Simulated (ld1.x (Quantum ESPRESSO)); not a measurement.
## lanthanum (La): ultrasoft pseudisation with LDA (PZ), scalar-relativistic reference atom.

```json
{
  "Element": "La",
  "Generator": "ld1.x (Quantum ESPRESSO) 7.5",
  "Type": "ultrasoft",
  "Functional": "LDA (PZ)",
  "Relativity": "scalar-relativistic",
  "Frozen core": "[Kr] 4d10",
  "Valence charge": "11",
  "Reference configuration": "4f0 5s2 5p6 5d1 6s1 6p0 (charge +1)",
  "Partial waves": "5s (bound): rcut 2.40, rcutus 2.90 bohr; 6s (bound): rcut 2.40, rcutus 2.90 bohr; 5p (bound): rcut 0.65, rcutus 0.90 bohr; 6p (bound, empty): rcut 0.65, rcutus 0.90 bohr; 5d (bound): rcut 2.50, rcutus 2.65 bohr; 5d channel at 0.05 Ry: rcut 2.50, rcutus 2.65 bohr; 4f (bound, empty): rcut 0.95, rcutus 1.05 bohr; 4f channel at 0.1 Ry: rcut 0.95, rcutus 1.05 bohr",
  "Local potential": "all-electron potential smoothed inside 1.10 bohr (lloc = -1)",
  "Core correction": "none",
  "Augmentation charge": "PSQ, inside the norm-conserving radii"
}
```

**Question.** Is a potential produced?

**Answer.** No. ld1.x (Quantum ESPRESSO) 7.5 stopped with "chargeps: negative rho": the pseudo-density turned negative during the self-consistent test, most likely because a state had been found with a wrong node count and its wave set to zero before. Before that it printed "Warning: n=2, l=1 expected 0 nodes, found 1".
